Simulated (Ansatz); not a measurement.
CH₅ClGeO (`[OH][GeH2][CH2]Cl`). Charge 0, multiplicity 1. Correlated methods include outer-core shells of Ge, which these sets cover unevenly. Scalar relativity is left out up to krypton.

```xyz
9

O     0.9360    0.3985   -1.6510
Ge   -0.5177   -0.0703   -0.7432
C     0.0240   -0.3984    1.1177
Cl    0.8307    1.0674    1.7403
H     1.3961    1.1249   -1.2216
H    -1.0178   -1.3512   -1.4245
H    -1.5649    1.0581   -0.7656
H     0.7384   -1.2179    1.1816
H    -0.8249   -0.6110    1.7664
```

(1) Give the diagnostics of a CCSD(T)/def2-TZVPP run (frozen core, the Gaussian-basis code of Ansatz). (Best estimate.)

Results:

(1) Computed: T1 = 0.0108, largest single amplitude 0.011, largest double 0.020, (T) share of the correlation energy 3.7 %, 9 CCSD cycles. The RHF solution is stable towards an unrestricted one. T1 lies under the customary mark of 0.02 for closed shells.
